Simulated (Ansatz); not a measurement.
RuO3(NH) (RuNO₃H), relaxed as a singlet with RKS PBE0-D4/def2-SVP in Ansatz, starting from the GFN2-xTB geometry. Force threshold 0.02 eV/Å.

In the def2 sets Ru takes a core potential; there is no spin–orbit coupling. The restricted singlet is unstable towards broken spin symmetry at other levels; at PBE0-D4/def2-SVP this wasn't settled.

Start:

Cartesian coordinates in Å:
```
Ru 0.361 0.267 0.095
O 1.440 -0.578 0.950
O 1.030 0.773 -1.288
O -0.145 1.538 0.955
N -0.943 -0.706 -0.258
H -1.743 -1.294 -0.454
```

| step | energy (eV) | largest force component (eV/Å) | SCF passes |
| --- | --- | --- | --- |
| 1 | -10211.2268 | 3.768 | 32 |
| 2 | -10211.5350 | 0.683 | 37 |
| 3 | -10211.5472 | 0.081 | 37 |
| 4 | -10211.5473 | 0.012 | 29 |
| 5 | -10211.5473 | 0.003 | 25 |
| 6 | -10211.5473 | 0.003 | 24 |
| 7 | -10211.5473 | 0.018 | 30 |
| 8 | -10211.5474 | 0.067 | 38 |
| 9 (rejected) | -10211.5460 | 0.574 | 37 |
| 10 | -10211.5477 | 0.197 | 38 |
| 11 | -10211.5479 | 0.217 | 39 |
| 12 (rejected) | -10211.5387 | 0.868 | 38 |
| 13 | -10211.5505 | 0.181 | 38 |
| 14 | -10211.5507 | 0.545 | 38 |
| 15 | -10211.5621 | 0.337 | 39 |
| 16 | -10211.5657 | 0.276 | 40 |
| 17 (rejected) | -10211.5629 | 1.004 | 39 |
| 18 | -10211.5757 | 0.154 | 39 |
| 19 | -10211.5824 | 0.097 | 38 |
| 20 (rejected) | -10211.5777 | 0.485 | 39 |
| 21 | -10211.5841 | 0.022 | 41 |
| 22 | -10211.5844 | 0.023 | 41 |
| 23 | -10211.5844 | 0.004 | 33 |

Force components are those of the run's own axes.

End:

```xyz
6

Ru    0.3470    0.2592    0.0146
O     1.3489   -0.6745    0.9765
O     1.1652    0.8629   -1.3065
O    -0.2699    1.4914    0.9643
N    -0.9383   -0.7049   -0.5802
H    -1.6530   -1.2342   -0.0687
```

By distances, no bond broke or formed. The bond that changes most is Ru1–O4, from 1.62 to 1.67 Å (atoms count from 1).

The force fell under the threshold at step 4, but the optimiser went on and released 0.037 eV more. No frequencies were taken in this run, so the end may be a saddle point.

It took 33 s on 4 threads of Arm Neoverse V1 on a shared host.
